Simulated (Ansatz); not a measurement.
Relaxation of C₃H₁₂AlNSi (18 atoms, charge 0, multiplicity 1), to a largest force component of 0.015 eV/Å in at most 40 steps.

Computed with RKS PBE/6-31G* in Ansatz.

```xyz
18
Properties=species:S:1:pos:R:3:forces:R:3
C 0.414 -2.212 -0.010 -1.29 1.92 0.18
Al 0.676 -0.350 -0.764 0.39 -0.70 0.06
C 2.397 0.098 -1.610 0.88 -0.21 1.78
C -0.677 1.044 -0.672 -2.27 -0.76 -0.56
Si -1.164 1.398 1.097 0.35 -0.20 0.10
N -1.858 -0.033 1.894 -0.21 0.54 0.84
H -0.638 -2.228 0.389 0.65 -0.29 -0.18
H 0.529 -2.902 -0.834 0.25 -0.80 -0.20
H 1.101 -2.349 0.831 0.26 -0.42 0.01
H 2.900 0.938 -1.019 -0.42 -0.65 -0.70
H 3.084 -0.791 -1.533 -0.31 0.56 -0.24
H 2.290 0.400 -2.636 0.09 0.34 -0.91
H -0.440 1.988 -1.176 0.25 0.23 -0.13
H -1.683 0.678 -1.175 1.51 0.45 0.67
H -2.150 2.482 1.167 -0.41 0.83 -0.02
H 0.058 1.850 1.848 -0.01 -0.06 0.17
H -2.724 -0.251 1.378 0.01 -0.21 0.27
H -2.153 0.252 2.875 0.28 -0.55 -1.16
```

Where does it end, and by what steps?

It converged. The force dipped under the threshold on the way, but the program's further checks kept it going. After 30 steps the energy has fallen by 1.145 eV; H18 moved furthest, 2.76 Å. Joined: Al2–Si5, Al2–N6.

| step | energy less start (eV) | largest force component (eV/Å) | accepted |
| --- | --- | --- | --- |
| 0 | 0.0000 | 2.268 | yes |
| 2 | -0.3182 | 1.223 | no |
| 4 | -0.4083 | 0.105 | yes |
| 6 | -0.4236 | 0.308 | yes |
| 8 | -0.4470 | 0.322 | yes |
| 10 | -0.5130 | 0.316 | yes |
| 12 | -0.6415 | 0.196 | yes |
| 14 | -0.8368 | 0.299 | yes |
| 16 | -1.0339 | 0.345 | yes |
| 18 | -1.1007 | 0.188 | yes |
| 20 | -1.1255 | 0.247 | yes |
| 22 | -1.1374 | 0.145 | yes |
| 24 | -1.1422 | 0.092 | yes |
| 26 | -1.1445 | 0.044 | yes |
| 28 | -1.1451 | 0.017 | yes |
| 30 | -1.1452 | 0.005 | yes |

```xyz
18
Properties=species:S:1:pos:R:3
C -0.259 -2.266 -0.426
Al 0.337 -0.369 -0.362
C 2.263 0.106 -0.503
C -1.002 1.030 -1.076
Si -1.426 1.531 0.648
N -0.291 0.357 1.538
H -1.329 -2.397 -0.174
H -0.126 -2.694 -1.437
H 0.318 -2.912 0.263
H 2.467 1.174 -0.292
H 2.894 -0.487 0.186
H 2.649 -0.086 -1.522
H -0.544 1.836 -1.673
H -1.850 0.605 -1.638
H -2.802 1.216 1.166
H -1.020 2.901 1.116
H -0.759 -0.335 2.136
H 0.443 0.801 2.101
```

Run time: 2.2 min on 2 threads of Arm Neoverse V1, with other jobs on the host, peak memory 0.18 GiB.
